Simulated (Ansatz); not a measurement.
C₃HBrClF, SMILES FC=C=C(Cl)Br.

Geometry optimised at ωB97X-D3(BJ)/def2-SVP. This is a generated structure with no PubChem entry under its InChIKey; it may be hypothetical.

Two levels are set side by side: PBE/def2-SVPD (Ansatz, an electronic-structure program) and CAM-B3LYP/def2-SVPD (Ansatz). Energy differences of separate SCF runs at the same geometry; the states with an electron removed or added have multiplicity 2 and 2. Differences are taken from unrounded values.

```
quantity                           CAM-B3LYP   PBE  PBE minus CAM-B3LYP
---------------------------------  ---------  ----  -------------------
vertical ionisation energy (eV)         9.95  9.54                -0.41
vertical singlet–triplet gap (eV)       3.90  3.82                -0.08
```
